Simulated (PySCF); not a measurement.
Molecule: 1,1-difluorocyclohexane ax (C1CCCC(F)(F)C1, C$_{6}$H$_{10}$F$_{2}$).

Cartesian coordinates in Å; atom numbers follow the order of the lines, from 1:
```xyz
18

F    -1.423   -0.798    1.331
C    -1.253   -0.988   -0.014
F    -2.028   -2.054   -0.347
C    -1.739    0.247   -0.742
C    -0.839    1.444   -0.452
C     0.623    1.128   -0.752
C     1.092   -0.107    0.012
C     0.202   -1.311   -0.276
H    -1.746    0.016   -1.819
H    -2.780    0.432   -0.436
H    -1.177    2.315   -1.034
H    -0.943    1.716    0.612
H     1.258    1.992   -0.503
H     0.745    0.954   -1.837
H     1.066    0.102    1.095
H     2.137   -0.347   -0.236
H     0.288   -1.618   -1.331
H     0.472   -2.180    0.344
```

Geometry PBE0-D3(BJ)/def2-SVP throughout; GIAO in PySCF 2.14, gas phase, one conformer, non-relativistic; equivalent atoms averaged; basis pcSseg-1.

Q: How do the absolute shieldings σ depend on the functional? (ppm; last column core-seconds on shared hosts with different chips, so compare them loosely; the GGAs took longer than the global hybrids here, which isn't the general rule, and the cause wasn't traced)

A: 
```tsv
functional	kind	F1/F3	C2	C4/C8	C6	C5/C7	H9/H10/H17/H18	H11/H12/H15/H16	H13/H14	core-s
HF	Hartree–Fock	336.2	81.8	158.0	167.3	169.7	30.09	30.27	30.50	11
BLYP	GGA	277.5	45.7	135.6	145.0	146.8	29.66	29.74	30.00	41
B97-D	GGA	284.7	53.7	141.4	150.2	151.8	29.69	29.79	30.06	41
B3LYP	global hybrid	291.7	53.4	141.2	150.8	152.7	29.71	29.82	30.08	18
PBE0	global hybrid	294.9	61.1	147.9	157.7	159.4	29.61	29.72	29.99	20
mPW1PW91	global hybrid	295.5	60.1	147.1	156.9	158.6	29.66	29.78	30.04	25
WP04	global hybrid	295.6	42.6	135.1	144.2	145.4	29.87	30.06	30.32	25
B97-2	global hybrid	296.4	61.5	147.5	156.7	158.3	29.71	29.82	30.09	24
CAM-B3LYP	range-separated hybrid	297.6	56.9	144.9	155.5	157.5	29.66	29.80	30.05	35
wB97X-D	range-separated hybrid	298.8	60.8	148.0	158.4	160.1	29.74	29.88	30.14	28
```

Q: Which nucleus moves most, in ppm?

A: F1/F3 (fluorine of a CF2 group): from 277.5 ppm with BLYP to 336.2 ppm with HF. The smallest spread is 0.48 ppm, at H9/H10/H17/H18. Proton shifts span only some 12 ppm, so a few tenths of a ppm matter as much there as several ppm in carbon.
